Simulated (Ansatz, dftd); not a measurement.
Species: SbCl2, charge 0, doublet. SbCl2 (SMILES [Cl][Sb][Cl], doublet).
B3LYP-D3(BJ)/def2-TZVP minimum from Ansatz (an electronic-structure program):
```
Sb
Cl 1 2.3629
Cl 1 2.3629 2 98.97
```
Charge 0, spin multiplicity 2.

Quantity: atomisation energy (electronic, to ground-state atoms), in kcal/mol. Radicals and triplets start from unrestricted determinants; spin-orbit coupling is neglected. Cores are frozen in correlated methods (noble-gas shells, and filled d and f shells in the p block). Past Kr the def2 sets carry scalar-relativistic core potentials. CBS(X,Y): correlation extrapolated as X^-3, Hartree-Fock from the larger set. A bracket is a step between two methods taken in the basis named. Spin-orbit terms, left out, reach several kcal/mol for Br and I, and more for heavier atoms.

| level | program | atomisation energy (kcal/mol) | difference against the last row |
|---|---|---|---|
| HF/def2-TZVPP | Ansatz | 85.4 | -64.0 |
| PBE/def2-TZVPD | Ansatz | 158.9 | 9.5 |
| r2SCANh/def2-TZVPD | Ansatz | 149.9 | 0.5 |
| wB97X-V/def2-TZVPD | Ansatz | 154.5 | 5.1 |
| B2PLYP-D4/def2-TZVPD | Ansatz + dftd4 | 147.8 | -1.6 |
| B2GP-PLYP-D4/def2-TZVPD | Ansatz + dftd4 | 145.7 | -3.7 |
| MP2/def2-QZVPP | Ansatz | 150.5 | 1.1 |
| CCSDT(Q)/def2-SVP | Ansatz | 116.5 | -32.9 |
| CCSD(T)/CBS(def2-TZVPP,def2-QZVPP) + [CCSDT(Q) - CCSD(T)]/def2-SVP | Ansatz | 149.4 | 0.0 |
